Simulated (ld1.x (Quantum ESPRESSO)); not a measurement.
**chlorine (Cl): variants of one PAW potential**

Base potential:

chlorine (Cl), PAW, made with ld1.x (Quantum ESPRESSO) 7.5 (PW91, non-relativistic). Core [Ne], reference 3s2 3p5. Waves: 3s (bound): rcut 1.25, rcutus 1.60 bohr; 3s channel at -0.1 Ry: rcut 1.25, rcutus 1.60 bohr; 3p (bound): rcut 1.30, rcutus 1.80 bohr; 3p channel at -0.3 Ry: rcut 1.30, rcutus 1.80 bohr; 3d channel at 0.4 Ry: rc 1.45 bohr. Local part: the d channel. Core correction: a·sin(br)/r model core, default radius (core density twice the valence density). Augmentation charge: PSQ, inside the norm-conserving radii.

All-electron outer shells of the reference configuration (PW91, non-relativistic, ld1.x):

```
shell  level (eV)  outermost node (bohr)  outermost maximum (bohr)
   2p     -191.79                      –                      0.30
   3s      -20.58                   0.56                      1.29
   3p       -8.66                   0.53                      1.43
```

Cutoffs, loose and tight: the cutoffs (Ry, on a coarse ladder) from which the occupation-weighted sum of valence levels, in a spherical-Bessel basis at the reference potential, stays within 10 and 1 mRy of its value at 400 Ry. They do not see the model core or the augmentation charge, which bear on the density cutoff. Test errors are all-electron minus pseudo excitation energies from the reference, over the configurations 3s2 3p4; 3s2 3p3; 3s2 3p2; 3s1 3p6; 3s2 3p1; 3s1 3p5; 3s2 3p5.3. A dash means not determined; rows that change the core or the reference have their own tests. The largest error is taken over the tests solved by every variant that gives reliable tests at all: 3s2 3p2; 3s2 3p3; 3s2 3p4.

A true bound ghost makes a file unfit for plane-wave use even where its test errors are small: the radial tests pick states by their node count and pass the ghost by.

```csv
change,outcome,"cutoff, loose","cutoff, tight",bound ghosts,largest test error (meV)
base,generated,21 Ry,25 Ry,none,-16
"waves 3p (bound): rcut 1.12, rcutus 1.18 bohr; 3p channel at -0.3 Ry: rcut 1.12, rcutus 1.18 bohr",generated,15 Ry,55 Ry,p,-23
"waves 3p (bound): rcut 1.24, rcutus 1.32 bohr; 3p channel at -0.3 Ry: rcut 1.24, rcutus 1.32 bohr",generated,18 Ry,45 Ry,none,-22
"waves 3p (bound): rcut 1.30, rcutus 1.88 bohr; 3p channel at -0.3 Ry: rcut 1.30, rcutus 1.88 bohr",generated,18 Ry,25 Ry,none,-15
"waves 3p (bound): rcut 1.30, rcutus 1.98 bohr; 3p channel at -0.3 Ry: rcut 1.30, rcutus 1.98 bohr",generated,18 Ry,25 Ry,none,-14
"waves 3p (bound): rcut 1.30, rcutus 2.36 bohr; 3p channel at -0.3 Ry: rcut 1.30, rcutus 2.36 bohr",failed: new_paw_hamiltonian: negative rho,–,–,–,–
"waves 3p (bound): rcut 1.30, rcutus 2.52 bohr; 3p channel at -0.3 Ry: rcut 1.30, rcutus 2.52 bohr",failed: new_paw_hamiltonian: negative rho,–,–,–,–
"waves 3p (bound): rcut 1.30, rcutus 2.68 bohr; 3p channel at -0.3 Ry: rcut 1.30, rcutus 2.68 bohr",failed: new_paw_hamiltonian: negative rho,–,–,–,–
```

(1) What comes out with this change to the base: waves 3p (bound): rcut 1.30, rcutus 1.64 bohr; 3p channel at -0.3 Ry: rcut 1.30, rcutus 1.64 bohr?

(2) What comes out with this change to the base: waves 3p (bound): rcut 1.30, rcutus 1.46 bohr; 3p channel at -0.3 Ry: rcut 1.30, rcutus 1.46 bohr?

(3) What comes out with this change to the base: waves 3p (bound): rcut 1.30, rcutus 2.18 bohr; 3p channel at -0.3 Ry: rcut 1.30, rcutus 2.18 bohr?

## Answers

(1) outcome: generated; cutoff, loose: 25 Ry; cutoff, tight: 30 Ry; bound ghosts: none; largest test error (meV): -19.

(2) outcome: generated; cutoff, loose: 25 Ry; cutoff, tight: 40 Ry; bound ghosts: none; largest test error (meV): -21.

(3) outcome: generated; cutoff, loose: 15 Ry; cutoff, tight: 25 Ry; bound ghosts: none; largest test error (meV): -14.

Reading the sweep of the p radius (base included, trends over the rows without a ghost): The loose cutoff falls from 18 Ry at 1.32 to 15 Ry at 2.18 bohr, with one reversal. A larger radius leaves more room for a smooth pseudo-wave, so fewer plane waves are needed; a smaller one forces it to follow the all-electron wave where it bends sharply. The median size of the test errors (rows with all tests solved) stays near 0.6 meV. Bound ghosts are found at 1.18 bohr. The generation fails at 2.36, 2.52, 2.68 bohr.
